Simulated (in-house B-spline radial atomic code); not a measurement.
Radial electron density of Ir X (Ir9+), [Xe] 4f14. Computed with a B-spline radial code for spherical atoms: scalar-relativistic (X2C) AM05, spin-polarised, spherical fractional occupations, Fermi nucleus of rms radius 5.4032 fm.

One-electron X2C: radii and densities carry no picture-change correction, so inner-shell <1/r> comes out high (for 1s by about 2 % at Z = 33, 5 % at 54, 10 % at 75, 30 % at 118) and <r> low.

Columns: r (bohr), 4πr²n(r) (electrons per bohr), bar.

```
0.000318    3.239 #
 0.00039    4.295 #
0.000478     5.67 ##
0.000586    7.462 ##
0.000718    9.774 ###
 0.00088    12.75 ####
 0.00108    16.58 #####
 0.00132     21.3 #######
 0.00162     27.3 ########
 0.00199    34.68 ###########
 0.00243    43.25 #############
 0.00298    53.41 ################
 0.00366    64.87 ####################
 0.00448    76.84 ########################
 0.00549    88.71 ###########################
 0.00673    99.19 ###############################
 0.00825    106.8 #################################
  0.0101      110 ##################################
  0.0124    108.4 #################################
  0.0152    102.7 ################################
  0.0186    96.11 ##############################
  0.0228    93.37 #############################
   0.028    99.22 ###############################
  0.0343    114.3 ###################################
   0.042    132.5 #########################################
  0.0515      143 ############################################
  0.0631    137.3 ##########################################
  0.0774    120.3 #####################################
  0.0948    109.9 ##################################
   0.116    117.8 ####################################
   0.142    131.2 ########################################
   0.175    123.3 ######################################
   0.214    93.24 #############################
   0.262    71.41 ######################
   0.321    75.58 #######################
   0.394     83.7 ##########################
   0.483    71.34 ######################
   0.592    46.75 ##############
   0.725    28.53 #########
   0.889    19.25 ######
    1.09    12.41 ####
    1.33    6.086 ##
    1.64    1.824 #
    2.01   0.3291 
    2.46  0.03198 
    3.01 0.001461 
    3.69 2.578e-05
```

On this grid the curve has 4 maxima, near 0.0101, 0.0515, 0.142, 0.394 bohr.

The 4f down radial function P(r) = rR(r), positive near the nucleus:

```
r (bohr)         P
  0.0228  0.002293
  0.0343  0.009234
  0.0515   0.03401
  0.0774    0.1116
   0.116    0.3085
   0.175    0.6953
   0.262     1.169
   0.394     1.407
   0.592     1.161
   0.889    0.6392
    1.33    0.2123
    2.01   0.03074
```
